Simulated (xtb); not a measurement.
Mo(S)2(SH)2 (H2MoS4), SMILES [S]=[Mo](=[S])([SH])[SH], multiplicity 1. All values are semi-empirical tight-binding results from xtb (GFN2-xTB unless named), good for trends rather than for accurate numbers. Geometry: GFN2-xTB. The spin state was assumed, not searched. The structure was generated by enumeration; whether it is a known compound was not checked. One conformer was computed; it need not be the lowest.

Optimised geometry:

```xyz
7

Mo     0.0481    -0.0248     0.0492
S      1.6634    -1.3295    -0.4931
S     -0.0081     0.4775     2.1347
S      0.2999     1.9209    -1.1982
H     -0.2645     2.7783    -0.3399
S     -1.9684    -1.0630    -0.4594
H     -1.5432    -1.8304    -1.4698
```
Charge 0, spin multiplicity 1.

For metal compounds this method's bond lengths and energies can be far off.

**Question.** Estimate the properties. (Estimate from the structure and the level; the computed values follow.)

**Answer.** 
```yaml
point_group_as_xtb_finds_it: C2
orbital_gap: 1.74 eV
zero_point_energy: 12.0 kcal/mol
G − E(el) at 298.15 K (modified RRHO): -10.1 kcal/mol
```

Computed atomic charges and the Wiberg bond orders between heavy atoms:
charges (e) Mo1 0.47, S2 -0.24, S3 -0.24, S4 -0.21, H5 0.21, S6 -0.21, H7 0.21. Bond orders Mo1–S2 2.23, Mo1–S3 2.23, Mo1–S4 1.33, Mo1–S6 1.33.
